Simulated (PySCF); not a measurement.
Compound: cyclo-(Cl2SnS)2.
Structure used (PBE0-D3(BJ)/def2-SVP), in Å, numbered top down from 1:
```xyz
8
Cl4S2Sn2 angstrom
Sn    -0.865    1.302    0.160
Cl    -3.041    1.370    0.968
Cl    -0.256    3.484   -0.358
S     -0.602   -0.207   -1.715
Sn     0.903   -1.323   -0.182
Cl     3.079   -1.410   -0.990
Cl     0.270   -3.495    0.347
S      0.650    0.193    1.688
```

Method used: TDDFT CAM-B3LYP/def2-SVPD, vertical, gas phase, core orbitals frozen in the response, def2 core potentials past Kr (PySCF 2.14.0, density-fitted response routines). Spin–orbit coupling is left out.

**Question.** Predict the UV-vis stick spectrum at this level.

**Answer.** 

| state | E (eV) | λ (nm) | ν̃ (cm⁻¹) | f | \|μ\| (D) | main configurations (H = HOMO, L = LUMO) |
| --- | --- | --- | --- | --- | --- | --- |
| S1 | 3.94 | 314.5 | 31800 | 0.0000 | 0.02 | H→L+1 (96%) |
| S2 | 4.07 | 304.8 | 32810 | 0.0000 | 0.01 | H→L (96%) |
| S3 | 4.40 | 281.9 | 35470 | 0.0000 | 0.04 | H-1→L+1 (93%) |
| S4 | 4.49 | 276.0 | 36230 | 0.034 | 1.42 | H-1→L (91%) |
| S5 | 4.62 | 268.3 | 37270 | 0.0000 | 0.01 | H-2→L+1 (95%) |
| S6 | 4.98 | 248.9 | 40170 | 0.063 | 1.83 | H-2→L (94%) |
| S7 | 5.14 | 241.4 | 41420 | 0.0000 | 0.01 | H-3→L (85%), H-10→L+1 (9%) |
| S8 | 5.33 | 232.6 | 43000 | 0.0000 | 0.04 | H-4→L (58%), H-6→L+1 (34%) |
| S9 | 5.38 | 230.7 | 43350 | 0.074 | 1.91 | H-6→L (55%), H-4→L+1 (35%) |
| S10 | 5.43 | 228.5 | 43770 | 0.0002 | 0.11 | H-7→L (60%), H-8→L+1 (34%) |

Triplets (Tamm–Dancoff): T1 3.61 eV, H→L+1 (94%); T2 3.73 eV, H→L (91%); T3 4.02 eV, H-1→L+1 (91%); T4 4.05 eV, H-1→L (86%), H→L+2 (8%).

The lowest singlet lies at 3.94 eV (314 nm, ultraviolet) and is dark (f under 0.0005); its leading configuration is HOMO→LUMO+1 (96%). The most intense listed level is S9 at 5.38 eV (231 nm, f = 0.074), 1.43 eV above S1. Löwdin shares by element: HOMO sulfur 86%; LUMO tin 30%, sulfur 26% (atoms not listed hold the other 44%). Weighted by f, the mean energy of these states is 5.05 eV. Orbital energies (eV): HOMO-3 -10.82, HOMO-2 -10.35, HOMO-1 -10.17, HOMO -9.81, LUMO -2.66, LUMO+1 -2.45, LUMO+2 -0.60. The listed states span 1.48 eV, and the widest gap between neighbours is 0.36 eV (S5 to S6). The vertical ionisation energy (ΔSCF) is 10.36 eV, 4.94 eV above S10. The window holds the lowest 10 singlets.

On one thread, Arm Neoverse V1 (aarch64), no GPU, shared host with 32 logical CPUs at a one-minute load of 24, this took 6.9 min (with the writing of density and orbital grids) and 1.5 GiB of memory at its peak.

One conformer stands for the species.
